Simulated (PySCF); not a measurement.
How methods differ on the excitation energy of Hg

Hg [Xe] 4f14 5d10 6s2 (1S) → Hg [Xe] 4f14 5d10 6s1 6d1 (3D), as a difference of total energies. All numbers are calculated (PySCF 2.14, scalar relativity through the core potential, in aug-cc-pVTZ-PP with ECP60MDF (6s6p5d3f2g, 88 functions)). Correlated levels: valence: 5s2 5p6 frozen. The calculations carry no spin-orbit coupling.

```csv
method,excitation energy (eV)
UHF,7.935
MP2 (valence),9.722
SCS-MP2 (valence),9.699
CCSD (valence),9.413
CCSD(T) (valence),9.549
```

Problem. How much does correlation contribute at CCSD(T) (valence)?

Solution. 9.549 − (7.935) = 1.614 eV, measured against UHF.

The promoted electron is Rydberg-like, and one or two diffuse shells describe it only roughly, which tends to raise the upper state.
